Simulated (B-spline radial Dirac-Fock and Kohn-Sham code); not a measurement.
# Cross section and asymmetry of the 4p3/2 subshell of Cs⁺

System: cesium as Cs⁺, configuration [Kr] 4d10 5s2 5p6. The computed 4p3/2 threshold is 182.8 eV; without correlation, outer thresholds are uncertain by 1 to 2 eV.

Model: Dirac-Hartree-Slater photoionisation with all multipoles and Dirac-Fock thresholds. Program: an atomic code on a B-spline grid. Interchannel coupling and autoionising resonances are not included, so magnitudes near threshold are approximate.

| kinetic energy (eV) | σ (Mb) | β |
| --- | --- | --- |
| 1.5 | 0.382 | -0.89 |
| 1.9 | 0.381 | -0.90 |
| 2.3 | 0.381 | -0.91 |
| 2.9 | 0.380 | -0.92 |
| 3.7 | 0.379 | -0.92 |
| 4.6 | 0.378 | -0.92 |
| 5.7 | 0.377 | -0.91 |
| 7.2 | 0.376 | -0.89 |
| 9.0 | 0.374 | -0.87 |
| 11.2 | 0.372 | -0.84 |
| 14.0 | 0.369 | -0.79 |
| 17.5 | 0.365 | -0.74 |
| 21.9 | 0.361 | -0.68 |
| 27.4 | 0.355 | -0.59 |
| 34.2 | 0.349 | -0.48 |
| 42.8 | 0.342 | -0.34 |
| 53.5 | 0.336 | -0.17 |
| 66.9 | 0.327 | 0.03 |
| 83.7 | 0.318 | 0.24 |
| 104.7 | 0.305 | 0.44 |
| 130.9 | 0.289 | 0.63 |
| 163.6 | 0.269 | 0.82 |
| 204.6 | 0.244 | 1.00 |
| 255.8 | 0.216 | 1.15 |
| 319.9 | 0.186 | 1.29 |
| 400.0 | 0.155 | 1.40 |

The cross section shows no minimum in this range. It is largest at the lowest energy, 0.382 Mb. β ranges from -0.92 (at 3.7 eV) to 1.40.
